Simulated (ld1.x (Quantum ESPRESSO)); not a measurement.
## Ranking TM potentials for Ne

All share these settings but for the change named:

ld1.x (Quantum ESPRESSO) 7.5 input, shortened:

```
&input
   title='Ne', zed=10., rel=0, dft='PBE', iswitch=3,
   config='[He] 2s2 2p4.5 3d-2'
 /
 &inputp
   pseudotype=2, tm=.true., lloc=-1, rcloc=1.00,
   nlcc=.false.
 /
3
2S  1  0   2.00   0.00  0.65  0.65  0.0
2P  2  1   4.50   0.00  1.30  1.30  0.0
3D  3  2  -2.00   0.20  1.20  1.20  0.0
 &test
   configts(1)='2s2 2p4.5'
 /
```

Test errors are all-electron minus pseudo excitation energies from the reference, over 2s2 2p6; 2s2 2p5; 2s2 2p4; 2s2 2p5.5; 2s2 2p3; 2s1 2p6; 2s2 2p2. None of these files shows a bound ghost.

The base gives 1413.4 meV.

Of 9 variants that were run, those that failed, showed a ghost or another fault, or gave nearly equal values are left out.

A variant can come out equal or close to the base, since the largest error may sit in a test that the change hardly touches while other tests move.

Task: Rank these variants by their largest absolute test error, smallest first.
A. wave 2p (bound): rc 1.30 bohr becomes 2p (bound): rc 0.84 bohr
B. wave 2p (bound): rc 1.30 bohr becomes 2p (bound): rc 1.28 bohr
C. wave 2p (bound): rc 1.30 bohr becomes 2p (bound): rc 1.94 bohr
D. wave 2p (bound): rc 1.30 bohr becomes 2p (bound): rc 1.50 bohr
E. wave 2p (bound): rc 1.30 bohr becomes 2p (bound): rc 1.16 bohr

Result: A (170.3 meV), E (832.1 meV), B (1276.1 meV), D (2302.2 meV), C (5719.8 meV).
